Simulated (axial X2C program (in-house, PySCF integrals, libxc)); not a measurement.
**Outer orbitals of NbTe at 2.493 Å, BLYP**

Calculated with an in-house all-electron X2C program for linear molecules (integrals from PySCF). Spin-free means the one-electron spin-free X2C Hamiltonian; two-component (2c) means X2C with spin–orbit coupling and atomic mean-field two-electron Coulomb and Gaunt terms, so the difference of the two also holds small scalar two-electron terms. Basis: Te dyall-cv3z [11s12p8d4f1g], Nb dyall-cv3z [11s12p9d5f3g] (cores contracted in-house); Gaussian nuclei, density fitting, unrestricted open shells. Masses: Te 129.906 u, Nb 92.906 u.

The distance is close to the 2c PBE0 minimum; the highest filled and lowest empty levels are listed.

Spin-free orbitals, state M_S = 3/2, Λ = 0 (beyond evenly filled blocks: σα, δ+α, δ-α) (Löwdin shares):

```csv
symmetry,occupied,ε (eV),atomic character
σβ,yes,-34.75,98% Nb p
π-β,yes,-33.76,100% Nb p
π+β,yes,-33.76,100% Nb p
σβ,yes,-14.18,"69% Te s, 10% Nb d, 10% Nb p"
σα,yes,-14.03,"69% Te s, 11% Nb d, 10% Nb p"
σα,yes,-6.28,"60% Te p, 24% Nb d, 10% Nb s"
σβ,yes,-6.12,"67% Te p, 18% Nb d, 10% Nb s"
π-α,yes,-5.53,"53% Te p, 39% Nb d, 3% Nb p"
π+α,yes,-5.53,"53% Te p, 39% Nb d, 3% Nb p"
π-β,yes,-5.46,"66% Te p, 24% Nb d, 4% Nb f"
π+β,yes,-5.46,"66% Te p, 24% Nb d, 4% Nb f"
σα,yes,-4.48,"51% Nb s, 41% Nb d, 4% Te p"
δ-α,yes,-3.98,99% Nb d
δ+α,yes,-3.98,99% Nb d
π-α,no,-3.30,"57% Nb d, 22% Te p, 14% Nb p"
π+α,no,-3.30,"57% Nb d, 22% Te p, 14% Nb p"
σβ,no,-2.92,"66% Nb s, 16% Nb d, 14% Nb p"
σα,no,-2.71,"42% Nb p, 21% Nb d, 18% Te p"
```

Spinors with spin–orbit coupling (state Ω = 3/2):

```tsv
ω	occupied	ε (eV)	atomic character	λ mixture
3/2	yes	-34.71	100% Nb p	100% π
-1/2	yes	-34.21	98% Nb p	79% σ, 21% π
1/2	yes	-33.89	99% Nb p	78% π, 22% σ
-3/2	yes	-33.02	100% Nb p	100% π
-1/2	yes	-14.18	69% Te s, 10% Nb d, 10% Nb p	100% σ
1/2	yes	-14.03	69% Te s, 11% Nb d, 10% Nb p	100% σ
1/2	yes	-6.39	64% Te p, 22% Nb d, 8% Nb s	88% σ, 12% π
-1/2	yes	-6.25	68% Te p, 18% Nb d, 8% Nb s	82% σ, 18% π
-1/2	yes	-5.60	55% Te p, 36% Nb d, 3% Nb p	82% π, 18% σ
1/2	yes	-5.59	64% Te p, 24% Nb d, 4% Nb f	88% π, 12% σ
3/2	yes	-5.37	50% Te p, 43% Nb d, 3% Nb p	100% π
-3/2	yes	-5.26	64% Te p, 26% Nb d, 4% Nb p	100% π
1/2	yes	-4.47	51% Nb s, 41% Nb d, 5% Te p	100% σ
-3/2	yes	-4.03	99% Nb d	100% δ
5/2	yes	-3.91	99% Nb d	100% δ
-1/2	no	-3.37	60% Nb d, 20% Te p, 13% Nb p	99% π, 1% σ
3/2	no	-3.20	53% Nb d, 25% Te p, 16% Nb p	100% π
-1/2	no	-2.91	65% Nb s, 16% Nb d, 14% Nb p	99% σ, 1% π
1/2	no	-2.70	42% Nb p, 22% Nb d, 18% Te p	99% σ, 1% π
```

Q: How does the gap between the highest filled and lowest empty level change from the spin-free to the 2c table?

A: From 0.68 to 0.54 eV at BLYP, a change of -0.14 eV.

Mulliken charges and populations of the two-component result (they depend on the basis, above all on diffuse functions):

Te -0.10 e (s 9.89 p 22.17 d 20.02 f 0.01), Nb 0.10 e (s 8.81 p 18.13 d 13.93 f 0.02 g 0.01). ⟨Lz⟩ = 0.00 ħ and ⟨Sz⟩ = 1.50 ħ (-0.17 and 1.67 on the two atoms), which add up to Ω.

One determinant describes the state; a PBE0 search over occupations chose it and may have missed a lower one. Density functionals use the spin component along the axis (collinear). With several unpaired electrons one determinant need not be a pure state. This is the top spin component of a Σ state; components of lower Ω are not single determinants and can lie lower. The determinant is spin-polarised beyond a pure state at some levels (its spin-free form has ⟨S²⟩ too high), which makes Re and μ there less reliable.
